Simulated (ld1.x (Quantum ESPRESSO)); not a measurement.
# Ca (Z = 20), ultrasoft: configuration errors across variants

Ca (Z = 20), ultrasoft, made with ld1.x (Quantum ESPRESSO) 7.5 (LDA (PZ), scalar-relativistic). Core [Ne], reference 3s2 3p6 3d0 4s2 4p0. Waves: 3s (bound): rcut 1.55, rcutus 1.75 bohr; 4s (bound): rcut 1.55, rcutus 1.75 bohr; 3p (bound): rcut 1.75, rcutus 2.05 bohr; 4p (bound, empty): rcut 1.75, rcutus 2.05 bohr; 3d (bound, empty): rcut 2.15, rcutus 2.80 bohr; 3d channel at 0.35 Ry: rcut 2.15, rcutus 2.80 bohr. Local part: all-electron potential smoothed inside 2.65 bohr (lloc = -1). Core correction: none. Augmentation charge: PSQ, inside the norm-conserving radii.

All-electron excitation energies from the reference (eV): (1) 3s2 3p6 3d0 4s1 4p0 6.463; (2) 3s2 3p6 3d0 4s0 4p0 18.413; (3) 3s2 3p6 3d0 4s1.5 4p0 2.567; (4) 3s2 3p6 3d0 4s0 4p2 5.117; (5) 3s2 3p6 3d0 4s0 4p1 9.585; (6) 3s2 3p5 3d0 4s2 4p0 34.656.

Errors AE − PS in meV (a dash: test not solved or not reliable):

```csv
change,(1),(2),(3),(4),(5),(6),bound ghosts
base,0.0,+0.9,-0.1,-0.8,-0.5,+1.1,none
"wave 3d channel at 0.35 Ry: rcut 2.15, rcutus 2.80 bohr becomes 3d channel at -0.17 Ry: rcut 2.15, rcutus 2.80 bohr",0.0,+0.9,-0.1,-0.8,-0.5,+1.1,none
"wave 3d channel at 0.35 Ry: rcut 2.15, rcutus 2.80 bohr becomes 3d channel at -0.06 Ry: rcut 2.15, rcutus 2.80 bohr",0.0,+0.9,-0.1,-0.8,-0.5,+1.1,none
"wave 3d channel at 0.35 Ry: rcut 2.15, rcutus 2.80 bohr becomes 3d channel at 0.01 Ry: rcut 2.15, rcutus 2.80 bohr",0.0,+0.9,-0.1,-0.8,-0.5,+1.1,none
"wave 3d channel at 0.35 Ry: rcut 2.15, rcutus 2.80 bohr becomes 3d channel at 0.23 Ry: rcut 2.15, rcutus 2.80 bohr",0.0,+0.9,-0.1,-0.8,-0.5,+1.1,none
"wave 3d channel at 0.35 Ry: rcut 2.15, rcutus 2.80 bohr becomes 3d channel at 0.58 Ry: rcut 2.15, rcutus 2.80 bohr",0.0,+0.9,-0.1,-0.8,-0.5,+1.1,none
"wave 3d channel at 0.35 Ry: rcut 2.15, rcutus 2.80 bohr becomes 3d channel at 2.24 Ry: rcut 2.15, rcutus 2.80 bohr",0.0,+0.9,-0.1,-0.8,-0.5,+1.1,none
"wave 3d channel at 0.35 Ry: rcut 2.15, rcutus 2.80 bohr becomes 3d channel at 3.16 Ry: rcut 2.15, rcutus 2.80 bohr",0.0,+0.9,-0.1,-0.8,-0.5,+1.1,none
"wave 3d channel at 0.35 Ry: rcut 2.15, rcutus 2.80 bohr becomes 3d channel at 5.24 Ry: rcut 2.15, rcutus 2.80 bohr",0.0,+0.9,-0.1,-0.8,-0.5,+1.1,none
```

(1) Give the same row for: wave 3d channel at 0.35 Ry: rcut 2.15, rcutus 2.80 bohr becomes 3d channel at 0.99 Ry: rcut 2.15, rcutus 2.80 bohr.

Results:

(1) 0.0, +0.9, -0.1, -0.8, -0.5, +1.1; bound ghosts: none.
